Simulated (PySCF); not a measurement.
# Levels of C³⁺ from EOM-EA-GCCSD

Reference: closed-shell C⁴⁺, 1s2; one electron is added. Calculated with PySCF 2.14, two-component X2C-1e with screened spin-orbit coupling, x2c-TZVPPall-2c with one added diffuse shell each of s, p, d type (6s4p3d1f, 40 functions); frozen nothing; all 78 virtual spinors kept. No Breit or QED terms. Binding energies in eV.

```csv
level,Koopmans,second order,EOM-CCSD
2s1/2,64.360,64.386,64.390
2p1/2,56.287,56.347,56.355
2p3/2,56.269,56.329,56.337
3s1/2,26.903,26.910,26.911
3p1/2,24.661,24.673,24.675
3p3/2,24.655,24.667,24.669
3d3/2,24.062,24.068,24.069
3d5/2,24.061,24.067,24.068
```

Electric-dipole lines between these computed levels:

```csv
lower,upper,ΔE (eV),vacuum wavelength (nm)
2s1/2,2p1/2,8.034,154.3
2s1/2,2p3/2,8.053,154.0
2s1/2,3p1/2,39.715,31.22
2s1/2,3p3/2,39.721,31.21
2p1/2,3s1/2,29.445,42.11
2p1/2,3d3/2,32.286,38.40
2p3/2,3s1/2,29.426,42.13
2p3/2,3d3/2,32.268,38.42
2p3/2,3d5/2,32.269,38.42
3s1/2,3p1/2,2.235,554.6
3s1/2,3p3/2,2.242,553.1
3p1/2,3d3/2,0.606,2046
3p3/2,3d3/2,0.600,2067
3p3/2,3d5/2,0.601,2062
```

For comparison, the ionisation energy of C³⁺ is 64.494 eV (measured; NIST Atomic Spectra Database, ionization energies).

The screened spin-orbit operator tends to give fine-structure splittings of light species too large.

The highest levels are limited by the diffuse functions of the basis.
